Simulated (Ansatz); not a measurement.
Compare A (`C#[C][GeH2][NH2]`) with its isomer B (`C1=[N][GeH2][CH2]1`).

Calculated with Ansatz (gas phase, PBE0-D4/def2-TZVP geometries, no zero-point term in ΔE). CCSD(T)/CBS is the MP2 limit (def2-TZVPP, def2-QZVPP) plus CCSD(T) − MP2 in def2-TZVPP, frozen cores. DFT in def2-TZVPP. B3LYP here is the variant with VWN-RPA as its local correlation; programs differ in this. For Ge outer-core shells are correlated without core-valence functions, which leaves a few kJ/mol of doubt a bond. Scalar relativity is left out up to krypton. One conformer a species, not always the lowest.

Which is lower in electronic energy at CCSD(T)/CBS, and by how much? (An estimate is asked.)

Computed: B, by 1.8 kcal/mol.

Give E(B) − E(A) in kcal/mol with B3LYP-D4, PBE0-D4, r2SCAN-D4, ωB97M-V, CCSD(T)/def2-TZVPP, MP2/def2-TZVPP, CCSD(T)/def2-SVP. (An estimate is asked.)

Ansatz gave: B3LYP-D4 -2.8, PBE0-D4 -8.4, r2SCAN-D4 -5.7, ωB97M-V -3.9, CCSD(T)/def2-TZVPP -1.8, MP2/def2-TZVPP -0.3, CCSD(T)/def2-SVP -4.9. None reverses the order clearly.

Does the order hold for the free energy at 298.15 K (harmonic terms from PBE0-D4)? (An estimate is asked.)

The calculation gave: No: G(B) − G(A) = +0.5 kcal/mol, for one conformer each.

Largest T1 diagnostic: 0.013.

Leaving LDA and LC-ωPBE aside and taking each functional with its dispersion term where it has one, the values, not all of them listed here, spread over 8.1 kcal/mol, from revPBE-D4 to B2PLYP. LDA lies −4.2 kcal/mol from PBE without D4. At CCSD(T), def2-SVP lies −3.1 kcal/mol from the extrapolated value and def2-TZVPP −0.0 kcal/mol.
